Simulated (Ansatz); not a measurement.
GeHI3, SMILES [I][GeH]([I])[I].

Coordinates come from a B3LYP-D3(BJ)/def2-SVP optimisation. The def2 effective core potentials stand for the cores of I; spin–orbit coupling is left out.

Two levels are set side by side: PBE/def2-SVPD (Ansatz, a program for electronic structure) and PBE0/def2-SVPD (Ansatz). Energy differences of separate SCF runs at the same geometry; the states with an electron removed or added have multiplicity 2 and 2. Differences are taken from unrounded values.

| quantity | PBE0 |
|---|---|
| vertical ionisation energy (eV) | 9.37 |
| vertical electron affinity (eV) | 1.52 |
| vertical singlet–triplet gap (eV) | 3.37 |

Problem. What does PBE give, and how far is it from PBE0? (An estimate is asked for; the answer gives what the named calculation found.)

Solution. 
| quantity | PBE | PBE minus PBE0 |
|---|---|---|
| vertical ionisation energy (eV) | 8.91 | -0.46 |
| vertical electron affinity (eV) | 1.56 | 0.04 |
| vertical singlet–triplet gap (eV) | 2.92 | -0.45 |
